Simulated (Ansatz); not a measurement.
Reaction (cleavage of the B–Sn bond): `[BH2][SnH]([OH])[OH]` + `BS` → `BSB` + `[OH][SnH2][OH]`

Isolated molecules relaxed with PBE0-D4/def2-TZVP in Ansatz; ΔE leaves out vibrations. CCSD(T)/CBS is the MP2 limit (def2-TZVPP, def2-QZVPP) plus CCSD(T) − MP2 in def2-TZVPP, frozen cores. This one scheme is used for every species. Functionals use def2-TZVPP. B3LYP here is the variant with VWN-RPA as its local correlation; programs differ in this. def2 core potentials past Kr. For Sn outer-core shells are correlated without core-valence functions, which leaves a few kJ/mol of doubt a bond. One conformer a species, not always the lowest.

`[BH2][SnH]([OH])[OH]`:

Cartesian coordinates in Å:
```
B 0.762 1.727 -0.361
Sn -0.391 -0.127 0.160
O 0.723 -1.074 1.483
O -0.416 -1.190 -1.502
H 1.894 1.607 -0.712
H 0.271 2.811 -0.298
H -1.996 -0.140 0.773
H 0.251 -1.747 1.977
H -1.097 -1.866 -1.519
```

`BS`:

```xyz
5

B    -0.569    0.014   -0.110
S     1.133   -0.079   -0.566
H    -1.349   -0.016   -1.010
H    -0.903    0.101    1.029
H     1.688   -0.019    0.658
```

`BSB`:

Z-matrix (Å, degrees):
```
B
S 1 1.796
H 1 1.192 2 117.1
H 1 1.190 2 120.1 3 -180.0
B 2 1.796 1 103.4 3 179.9
H 5 1.190 2 120.1 1 -0.1
H 5 1.192 2 117.1 1 179.9
```

`[OH][SnH2][OH]`:

Z-matrix (Å, degrees):
```
Sn
O 1 1.962
O 1 1.962 2 107.3
H 1 1.699 2 111.7 3 112.8
H 1 1.700 2 103.5 3 -118.2
H 2 0.960 1 113.3 3 -61.0
H 3 0.960 1 113.3 2 -60.9
```

| level | ΔE (kcal/mol) | difference from CCSD(T)/CBS |
| --- | --- | --- |
| PBE-D4 | -19.0 | -0.3 |
| r2SCAN-D4 | -19.9 | -1.2 |
| PBE0-D4 | -19.4 | -0.7 |
| B3LYP-D4 | -18.8 | -0.1 |
| ωB97X-V | -19.0 | -0.3 |
| ωB97M-V | -19.4 | -0.7 |
| B2PLYP | -19.3 | -0.6 |
| PBE | -19.0 | -0.3 |
| r2SCAN | -19.9 | -1.2 |
| PBE0 | -19.4 | -0.7 |
| B3LYP | -18.7 | 0.0 |
| HF/def2-TZVPP | -19.2 | -0.5 |
| MP2/def2-TZVPP | -20.1 | -1.4 |
| SCS-MP2/def2-TZVPP | -19.4 | -0.7 |
| CCSD/def2-TZVPP | -18.5 | 0.2 |
| CCSD(T)/def2-TZVPP | -19.0 | -0.3 |
| HF/def2-QZVPP | -19.3 | -0.6 |
| MP2/def2-QZVPP | -19.9 | -1.2 |
| SCS-MP2/def2-QZVPP | -19.3 | -0.6 |
| HF/CBS(def2) | -19.3 | -0.6 |
| MP2/CBS(def2) | -19.8 | -1.1 |
| CCSD/CBS(def2) | -18.2 | 0.5 |
| CCSD(T)/CBS | -18.7 | 0 |

Largest T1 diagnostic among the species: 0.015.
